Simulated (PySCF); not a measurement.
C4H12Ge, SMILES [CH2]([GeH3])C(C)C.

Coordinates come from a B3LYP-D3(BJ)/def2-SVP optimisation. The isomer is the one that the SMILES or the coordinates give; other isomers of the formula were not compared. Other conformers were not sampled.

The numbers are results of TDA-PBE0/def2-SVPD (PySCF 2.14.0), not measurements.

Vertical excitations. The molecule is in vacuum. State labels are in the subgroup Cs.

```csv
state,symmetry,energy (eV),λ (nm),f,main pairs
S1,A',7.44,167,0.007,HOMO→LUMO 97 %
S2,A',7.95,156,0.094,HOMO→LUMO+1 87 %
S3,A',8.17,152,0.050,HOMO→LUMO+2 79 %
S4,A",8.29,150,0.025,HOMO−1→LUMO 91 %
S5,A',8.34,149,0.044,HOMO−2→LUMO 90 %
S6,A",8.38,148,0.001,HOMO→LUMO+3 81 %
T1,A',7.19,172,0,"HOMO→LUMO 73 %, HOMO→LUMO+1 20 %"
T2,A',7.33,169,0,"HOMO→LUMO+1 65 %, HOMO→LUMO 22 %"
```
Triplets are in the Tamm–Dancoff approximation.
